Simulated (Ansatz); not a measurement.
C3H8OSi, SMILES `CC[Si]OC`. Total charge 0; spin multiplicity 1. The structure was optimised at the PBE0-D4/def2-TZVP level. It is one conformer, not always the lowest.

```xyz
13

C    -1.594    0.124   -0.420
C    -0.919   -0.562    0.773
Si    0.387   -1.817    0.153
O     1.661   -0.866   -0.277
C     1.924    0.514   -0.213
H    -1.985   -0.606   -1.137
H    -2.436    0.746   -0.109
H    -0.897    0.765   -0.966
H    -1.665   -1.128    1.343
H    -0.502    0.182    1.463
H     1.933    0.930   -1.224
H     1.182    1.052    0.383
H     2.910    0.666    0.231
```

What is the dipole moment at ωB97M-V/def2-TZVPP? (An estimate is asked.)

Computed: 2.21 D, with components (-0.40, 2.13, 0.43) D in this frame, pointing from negative to positive charge.

And with PBE, r2SCAN, B3LYP? (Estimate.)

Computed: PBE 2.33 D, r2SCAN 2.44 D, B3LYP 2.27 D.

Give the Mulliken charges with ωB97M-V, PBE, B3LYP in def2-TZVPP. (Best estimate.)

Ansatz gave: 
```
atom  ωB97M-V    PBE  B3LYP
  C1    -0.33  -0.28  -0.29
  C2    -0.34  -0.20  -0.21
 Si3     0.26   0.18   0.24
  O4    -0.31  -0.25  -0.32
  C5    -0.19  -0.14  -0.12
  H6     0.11   0.09   0.09
  H7     0.11   0.09   0.09
  H8     0.11   0.09   0.09
  H9     0.11   0.08   0.08
 H10     0.10   0.06   0.06
 H11     0.13   0.11   0.11
 H12     0.11   0.08   0.08
 H13     0.13   0.11   0.11
```

B3LYP here is the variant with VWN-RPA as its local correlation; programs differ in this.
